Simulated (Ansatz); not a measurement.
Start from `[NH]=[Nb]([OH])([Cl])[Cl]` and change one atom or group to get `[NH]=[Nb]([Cl])([Cl])[Cl]`.

Ansatz, PBE0-D4/def2-TZVP geometries, multiplicity 1. Each molecule was computed in one conformer, which needn't be the lowest.

Elements past krypton have def2 core potentials.

```json
{"property": "LUMO energy (B3LYP/def2-TZVPP) / eV", "`[NH]=[Nb]([OH])([Cl])[Cl]`": "-2.33"}
{"property": "HOMO–LUMO gap (B3LYP/def2-TZVPP) / eV", "`[NH]=[Nb]([OH])([Cl])[Cl]`": "5.84"}
{"property": "LUMO energy (PBE0/def2-TZVPP) / eV", "`[NH]=[Nb]([OH])([Cl])[Cl]`": "-2.12"}
{"property": "LUMO energy (PBE/def2-TZVPP) / eV", "`[NH]=[Nb]([OH])([Cl])[Cl]`": "-2.87"}
{"property": "HOMO–LUMO gap (PBE0/def2-TZVPP) / eV", "`[NH]=[Nb]([OH])([Cl])[Cl]`": "6.32"}
{"property": "size of the dipole moment (ωB97M-V/def2-TZVPP) / D", "`[NH]=[Nb]([OH])([Cl])[Cl]`": "3.14"}
```

Question: What does the change do to each property? (An estimate is asked.)

Answer: The calculation gave: 
| property | `[NH]=[Nb]([Cl])([Cl])[Cl]` | shift |
| --- | --- | --- |
| LUMO energy (B3LYP/def2-TZVPP) / eV | -2.98 | -0.65 |
| HOMO–LUMO gap (B3LYP/def2-TZVPP) / eV | 5.54 | -0.30 |
| LUMO energy (PBE0/def2-TZVPP) / eV | -2.79 | -0.67 |
| LUMO energy (PBE/def2-TZVPP) / eV | -3.52 | -0.65 |
| HOMO–LUMO gap (PBE0/def2-TZVPP) / eV | 6.01 | -0.31 |
| size of the dipole moment (ωB97M-V/def2-TZVPP) / D | 1.61 | -1.53 |

With PBE0 the HOMO falls by 0.36 eV and the LUMO falls by 0.67 eV, so the gap narrows by about 0.31 eV. PBE moves the HOMO by -0.35 eV and ωB97M-V by -0.37 eV. The zero-point energy changes by -32.1 kJ/mol with -3 modes. Dipoles are sizes alone; their direction can turn.

B3LYP here is the variant with VWN-RPA as its local correlation; programs differ in this.
